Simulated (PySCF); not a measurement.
# Tc: ionisation energy

Tc [Kr] 4d5 5s2 (6S) → Tc⁺ [Kr] 4d5 5s1 (7S), as a difference of total energies. Computed with PySCF 2.14 in def2-TZVPPD with the def2 core potential (28 electrons) (6s4p3d2f1g, 56 functions), with scalar relativity through the core potential. Correlated levels: valence: 4s2 4p6 frozen; valence and next inner shell: nothing frozen outside the core potential. The calculations carry no spin-orbit coupling.

```tsv
method	ionisation energy (eV)
UHF	5.542
LDA	7.338
PBE	6.908
PBE0	6.739
r2SCAN	6.588
M06	7.731
M06-L	7.406
TPSSh	6.735
MP2 (valence)	6.664
SCS-MP2 (valence)	6.914
SCS-MP2 (valence and next inner shell)	6.959
```

Q: Estimate what B2PLYP gives.

A: 7.071 eV, closest to SCS-MP2 (valence and next inner shell) among the rows shown.

Q: Estimate what MP2 (valence and next inner shell) gives.

A: 6.827 eV, closest to PBE among the rows shown.

Errors of the correlated levels include the incompleteness of this basis and the frozen core.

MP2 underrates the near-degeneracy of ns² with np² in the lower species.

For comparison: 7.119 eV (measured; NIST Atomic Spectra Database, ionization energies).
